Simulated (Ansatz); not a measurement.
**Energy profile**

The step: SiH₃ + H₂ → SiH₄ + H; bonds formed: H1–Si3; bonds broken: H1–H2 (atoms numbered as in the saddle structure below).

H1  (0.484, -0.121, -0.924)
H2  (1.096, -0.276, -2.093)
Si3  (-0.229, 0.058, 0.437)
H4  (-1.484, -0.736, 0.430)
H5  (-0.538, 1.497, 0.633)
H6  (0.670, -0.422, 1.518)
(Å)

Electronic energies by CCSD(T) at an estimated basis limit (MP2 extrapolated from triple and quadruple zeta, plus CCSD(T) − MP2 in triple zeta), on PBE0-D4/def2-TZVP structures; SiH$_{5}$, doublet; no counterpoise correction; spin–orbit coupling, which lowers free halogen atoms and radicals such as OH and SH, is left out. Ansatz 0.2.0; basis: def2-TZVPP and def2-QZVPP; cores frozen in the correlated methods; orbitals are unrestricted. Extrapolation: Hartree–Fock as exp(−7.88 √X), correlation as X^−2.97.

Question: Give the profile in kJ/mol, counted from the separated reactants. (To be estimated.)

Answer: Computed:
```json
{"point": "separated: H$_{2}$ (H1, H2; singlet) + SiH$_{3}$ (Si3, H4, H5, H6; doublet)", "kJ/mol": "0.0"}
{"point": "start structure", "kJ/mol": "-0.3"}
{"point": "saddle", "kJ/mol": "72.9"}
{"point": "end structure", "kJ/mol": "53.4"}
{"point": "separated: SiH$_{4}$ (H1, Si3, H4, H5, H6; singlet) + H (H2; doublet)", "kJ/mol": "53.7"}
```

No T1 diagnostic of these runs exceeds 0.016. ⟨S²⟩ of the unrestricted Hartree–Fock references: 0.75 to 0.76 (a pure state has 0.75). The start structure is not quite a true minimum (one mode of 27i cm⁻¹).

Radical steps of this kind take place in plasma deposition and etching.

For scale, one of the runs: CCSD(T)/def2-TZVPP, 112 basis functions (an equivalent command: `ansatz run in.yaml --threads 2`). Hardware: 2 CPU threads, shared host. Wall time 4.6 s; peak host memory 0.8 GiB.
